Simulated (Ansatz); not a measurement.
## Nudged elastic band run: BFH6Si2

Input file:

```yaml
crystal:
  periodic: [false, false, false]
  atoms:
    - { symbol: B, position_ang: [-1.307008, 1.21584, -0.263775] }
    - { symbol: Si, position_ang: [0.619573, 0.753072, -0.528757] }
    - { symbol: Si, position_ang: [0.568571, -1.363972, 0.524555] }
    - { symbol: F, position_ang: [-0.983011, -1.569212, 1.021087] }
    - { symbol: H, position_ang: [-2.138007, 0.880137, -1.072424] }
    - { symbol: H, position_ang: [-1.672506, 1.76658, 0.746358] }
    - { symbol: H, position_ang: [1.601244, 1.622448, 0.191338] }
    - { symbol: H, position_ang: [1.057292, 0.572536, -1.947855] }
    - { symbol: H, position_ang: [0.896289, -2.488045, -0.399937] }
    - { symbol: H, position_ang: [1.440564, -1.440584, 1.73241] }
basis:
  gaussian: { orbitals: def2-SVP }
hamiltonian:
  xc: pbe0
neb:
  order_check: false
  images: 7
  f_tol: 0.05
  max_iterations: 60
  final_atoms:
    - { symbol: B, position_ang: [-1.39007409, 1.35066822, -0.30353283] }
    - { symbol: Si, position_ang: [0.49376958, 0.69309863, -0.47645582] }
    - { symbol: Si, position_ang: [0.56235611, -1.42636823, 0.55851733] }
    - { symbol: F, position_ang: [2.07963545, -2.01388019, 0.4378636] }
    - { symbol: H, position_ang: [-2.21668566, 1.09604344, -1.14764265] }
    - { symbol: H, position_ang: [-1.74854847, 1.95202279, 0.68141313] }
    - { symbol: H, position_ang: [1.5000202, 1.53876458, 0.2412023] }
    - { symbol: H, position_ang: [0.94308761, 0.48874022, -1.89009531] }
    - { symbol: H, position_ang: [0.21836485, -1.33605624, 2.00806628] }
    - { symbol: H, position_ang: [-0.35892458, -2.3942332, -0.10633604] }
  initial_path:
    images:
      - { positions_ang: [[-1.307008, 1.21584, -0.263775], [0.619573, 0.753072, -0.528757], [0.568571, -1.363972, 0.524555], [-0.983011, -1.569212, 1.021087], [-2.138007, 0.880137, -1.072424], [-1.672506, 1.76658, 0.746358], [1.601244, 1.622448, 0.191338], [1.057292, 0.572536, -1.947855], [0.896289, -2.488045, -0.399937], [1.440564, -1.440584, 1.73241]] }
      - { positions_ang: [[-1.26009061, 1.26776915, -0.19793837], [0.5552528, 0.68330365, -0.5613361], [0.56156074, -1.37418473, 0.52116628], [-0.61791233, -1.84914283, 0.65751293], [-2.11975822, 1.08617263, -0.99296235], [-1.55618466, 1.78409786, 0.83869888], [1.60278882, 1.53990733, 0.01842766], [0.84569384, 0.4701596, -1.98341609], [1.1271942, -2.21663329, 0.01407005], [0.94445641, -1.44264937, 1.68877712]] }
      - { positions_ang: [[-1.21317321, 1.31969829, -0.13210174], [0.4909326, 0.6135353, -0.5939152], [0.55455049, -1.38439745, 0.51777755], [-0.25281366, -2.12907367, 0.29393885], [-2.10150944, 1.29220827, -0.9135007], [-1.43986332, 1.80161571, 0.93103976], [1.60433364, 1.45736666, -0.15448268], [0.63409569, 0.3677832, -2.01897718], [1.3580994, -1.94522158, 0.4280771], [0.44834881, -1.44471473, 1.64514424]] }
      - { positions_ang: [[-1.16625582, 1.37162744, -0.06626511], [0.4266124, 0.54376694, -0.62649431], [0.54754023, -1.39461018, 0.51438883], [0.11228501, -2.4090045, -0.06963522], [-2.08326065, 1.4982439, -0.83403905], [-1.32354198, 1.81913357, 1.02338064], [1.60587846, 1.37482599, -0.32739303], [0.42249753, 0.26540681, -2.05453828], [1.5890046, -1.67380987, 0.84208415], [-0.04775878, -1.4467801, 1.60151136]] }
      - { positions_ang: [[-1.11933842, 1.42355659, -0.00042848], [0.3622922, 0.47399859, -0.65907341], [0.54052998, -1.40482291, 0.5110001], [0.47738368, -2.68893534, -0.43320929], [-2.06501187, 1.70427953, -0.7545774], [-1.20722064, 1.83665143, 1.11572153], [1.60742328, 1.29228532, -0.50030337], [0.21089938, 0.16303041, -2.09009937], [1.8199098, -1.40239816, 1.25609121], [-0.54386637, -1.44884546, 1.55787848]] }
      - { positions_ang: [[-1.18702234, 1.40533449, -0.07620457], [0.39516154, 0.5287736, -0.61341901], [0.54598651, -1.41020924, 0.52287941], [0.87794662, -2.52017155, -0.21544107], [-2.10293032, 1.55222051, -0.85284371], [-1.3425526, 1.86549427, 1.00714443], [1.58057251, 1.35390513, -0.31492695], [0.39394644, 0.24445786, -2.04009835], [1.41952356, -1.38581268, 1.44408498], [-0.49763093, -1.6851924, 1.14182485]] }
      - { positions_ang: [[-1.25470626, 1.3871124, -0.15198065], [0.42803089, 0.58354861, -0.56776461], [0.55144304, -1.41559557, 0.53475872], [1.27850956, -2.35140777, 0.00232715], [-2.14084877, 1.40016148, -0.95111002], [-1.47788456, 1.89433711, 0.89856733], [1.55372174, 1.41552495, -0.12955053], [0.57699349, 0.32588531, -1.99009734], [1.01913733, -1.3692272, 1.63207875], [-0.45139548, -1.92153933, 0.72577122]] }
      - { positions_ang: [[-1.32239018, 1.36889031, -0.22775674], [0.46090023, 0.63832362, -0.52211022], [0.55689958, -1.4209819, 0.54663802], [1.67907251, -2.18264398, 0.22009538], [-2.17876722, 1.24810246, -1.04937634], [-1.61321651, 1.92317995, 0.78999023], [1.52687097, 1.47714476, 0.05582588], [0.76004055, 0.40731277, -1.94009632], [0.61875109, -1.35264172, 1.82007252], [-0.40516003, -2.15788626, 0.30971759]] }
      - { positions_ang: [[-1.39007409, 1.35066822, -0.30353283], [0.49376958, 0.69309863, -0.47645582], [0.56235611, -1.42636823, 0.55851733], [2.07963545, -2.01388019, 0.4378636], [-2.21668566, 1.09604344, -1.14764265], [-1.74854847, 1.95202279, 0.68141313], [1.5000202, 1.53876458, 0.2412023], [0.94308761, 0.48874022, -1.89009531], [0.21836485, -1.33605624, 2.00806628], [-0.35892458, -2.3942332, -0.10633604]] }
```

Command:

```bash
$ ansatz run input.yaml --threads 2 --pin off --max-ram 3072MiB --backend cpu --events-out ev --progress --plain --runs-dir out
```

Output, in part (warnings, iteration lines, the closing report on the highest movable image, with atoms numbered from 0):

```
NEB end point (image 0): max|allowed force component| = 8.728e-3 eV/Å (the criterion of neb.relax_end_points is 1.000e-2)
NEB end point (image 8): max|allowed force component| = 1.335e-2 eV/Å (the criterion of neb.relax_end_points is 1.000e-2)
NEB iter   1: max|band force component| = 6.634e1 eV/Å  barrier→ = 21.4013 eV  barrier← = 21.3486 eV  Δτ_max = 0.2000 Å  (209 SCF iters)
NEB iter   2: max|band force component| = 2.080e1 eV/Å  barrier→ = 6.5400 eV  barrier← = 6.4873 eV  Δτ_max = 0.2000 Å  (198 SCF iters)
NEB iter   3: max|band force component| = 1.049e1 eV/Å  barrier→ = 2.4891 eV  barrier← = 2.4365 eV  Δτ_max = 0.2000 Å  (193 SCF iters)
NEB iter   4: max|band force component| = 4.836e0 eV/Å  barrier→ = 0.6321 eV  barrier← = 0.5794 eV  Δτ_max = 0.1962 Å  (196 SCF iters)
NEB iter   5: max|band force component| = 1.735e0 eV/Å  barrier→ = 0.1426 eV  barrier← = 0.0900 eV  Δτ_max = 0.1238 Å  (191 SCF iters)
NEB iter   6: max|band force component| = 8.794e-1 eV/Å  barrier→ = 0.0838 eV  barrier← = 0.0311 eV  Δτ_max = 0.1045 Å  (196 SCF iters)
NEB iter   7: max|band force component| = 3.527e-1 eV/Å  barrier→ = 0.0829 eV  barrier← = 0.0302 eV  CI = image 5  Δτ_max = 0.1947 Å  (192 SCF iters)
NEB iter   8: max|band force component| = 2.570e-1 eV/Å  barrier→ = 0.0856 eV  barrier← = 0.0329 eV  CI = image 5  Δτ_max = 0.0225 Å  (190 SCF iters)
NEB iter   9: max|band force component| = 7.635e-2 eV/Å  barrier→ = 0.0842 eV  barrier← = 0.0315 eV  CI = image 5  Δτ_max = 0.0429 Å  (176 SCF iters)
NEB iter  10: max|band force component| = 8.632e-2 eV/Å  barrier→ = 0.0830 eV  barrier← = 0.0303 eV  CI = image 5  Δτ_max = 0.0215 Å  (177 SCF iters)
NEB iter  11: max|band force component| = 8.859e-2 eV/Å  barrier→ = 0.0823 eV  barrier← = 0.0296 eV  CI = image 5  Δτ_max = 0.0215 Å  (159 SCF iters)
NEB iter  12: max|band force component| = 8.726e-2 eV/Å  barrier→ = 0.0818 eV  barrier← = 0.0291 eV  CI = image 5  Δτ_max = 0.0107 Å  (167 SCF iters)
NEB iter  13: max|band force component| = 8.204e-2 eV/Å  barrier→ = 0.0814 eV  barrier← = 0.0287 eV  CI = image 5  Δτ_max = 0.0107 Å  (161 SCF iters)
NEB iter  14: max|band force component| = 7.224e-2 eV/Å  barrier→ = 0.0811 eV  barrier← = 0.0284 eV  CI = image 5  Δτ_max = 0.0215 Å  (159 SCF iters)
NEB iter  15: max|band force component| = 4.857e-2 eV/Å  barrier→ = 0.0806 eV  barrier← = 0.0279 eV  CI = image 5  Δτ_max = 0.0430 Å  (157 SCF iters)
NEB iter  16: max|band force component| = 5.416e-2 eV/Å  barrier→ = 0.0799 eV  barrier← = 0.0272 eV  CI = image 5  Δτ_max = 0.0860 Å  (28 SCF iters)
NEB iter  17: max|band force component| = 1.549e-2 eV/Å  barrier→ = 0.0797 eV  barrier← = 0.0270 eV  CI = image 5  Δτ_max = 0.0000 Å  (354 SCF iters)
Total energy: -19228.15508712 eV, -706.6216661399 hartree
Atom 0 at    -1.259856     1.435295    -0.103298 Å, force     0.008629    -0.000430     0.001597 eV/Å
Atom 1 at     0.488875     0.642596    -0.649482 Å, force    -0.000190     0.000502     0.005248 eV/Å
Atom 2 at     0.530406    -1.400857     0.556574 Å, force    -0.003080     0.011685    -0.000026 eV/Å
Atom 3 at     0.679500    -2.634347    -0.500027 Å, force    -0.000736    -0.006354    -0.003579 eV/Å
Atom 4 at    -2.272388     1.191630    -0.715058 Å, force    -0.000893    -0.003894     0.000036 eV/Å
Atom 5 at    -1.349287     2.083528     0.912821 Å, force    -0.005476     0.001487    -0.003186 eV/Å
Atom 6 at     1.692011     1.429299    -0.231464 Å, force     0.000008    -0.000550     0.000331 eV/Å
Atom 7 at     0.608756     0.279416    -2.095647 Å, force    -0.000492     0.000389    -0.000426 eV/Å
Atom 8 at     1.689747    -1.446988     1.495701 Å, force     0.002715    -0.003349    -0.001926 eV/Å
Atom 9 at    -0.724763    -1.630772     1.332880 Å, force    -0.000485     0.000515     0.001930 eV/Å
Dipole moment:    -0.055255     0.275069     0.156061 e Å
```

It converged. The band force fell under the threshold earlier too, but the program's further tests of the path sent the band on. A vibrational analysis at the climbing image gives one clearly imaginary mode, 46i cm⁻¹: a first-order saddle point.

Final band (atoms are numbered from 1 in the order of the input):

```json
{"image": "0", "path coordinate (Å)": "0.00", "energy (kJ/mol)": "0.0", "dihedral B1–Si2–Si3–F4 (°)": "0"}
{"image": "1", "path coordinate (Å)": "0.93", "energy (kJ/mol)": "0.8", "dihedral B1–Si2–Si3–F4 (°)": "24"}
{"image": "2", "path coordinate (Å)": "1.86", "energy (kJ/mol)": "2.3", "dihedral B1–Si2–Si3–F4 (°)": "48"}
{"image": "3", "path coordinate (Å)": "2.79", "energy (kJ/mol)": "3.8", "dihedral B1–Si2–Si3–F4 (°)": "73"}
{"image": "4", "path coordinate (Å)": "3.72", "energy (kJ/mol)": "6.1", "dihedral B1–Si2–Si3–F4 (°)": "97"}
{"image": "5", "path coordinate (Å)": "4.65", "energy (kJ/mol)": "7.7", "dihedral B1–Si2–Si3–F4 (°)": "122"}
{"image": "6", "path coordinate (Å)": "5.37", "energy (kJ/mol)": "7.2", "dihedral B1–Si2–Si3–F4 (°)": "141"}
{"image": "7", "path coordinate (Å)": "6.09", "energy (kJ/mol)": "5.9", "dihedral B1–Si2–Si3–F4 (°)": "160"}
{"image": "8", "path coordinate (Å)": "6.82", "energy (kJ/mol)": "5.1", "dihedral B1–Si2–Si3–F4 (°)": "180"}
```

Time of the run: 6.3 min on 2 threads of Arm Neoverse N1 (shared host), peak memory 0.2 GiB.
